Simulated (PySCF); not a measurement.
CH4ClInO, SMILES [CH3][In]([OH])[Cl]. Geometry: PBE-D3(BJ)/def2-SVP. The structure was generated by enumeration; whether it is a known compound was not checked. The def2 effective core potentials stand for the cores of In; spin–orbit coupling is left out. One conformer was computed; it need not be the lowest.

Computed equilibrium geometry at PBE-D3(BJ)/def2-SVP (PySCF confirms it by a frequency run) as a Z-matrix, and its point group (one conformer of several):
point group Cs.
```
In
O 1 2.0176
H 2 0.9777 1 108.99
C 1 2.1532 2 125.76 3 180.00
H 4 1.1051 1 109.09 2 0.00
H 4 1.1059 5 110.48 1 -119.24
H 4 1.1059 5 110.48 6 -121.52
Cl 1 2.3872 2 110.81 3 0.00
```
Charge 0, spin multiplicity 1.
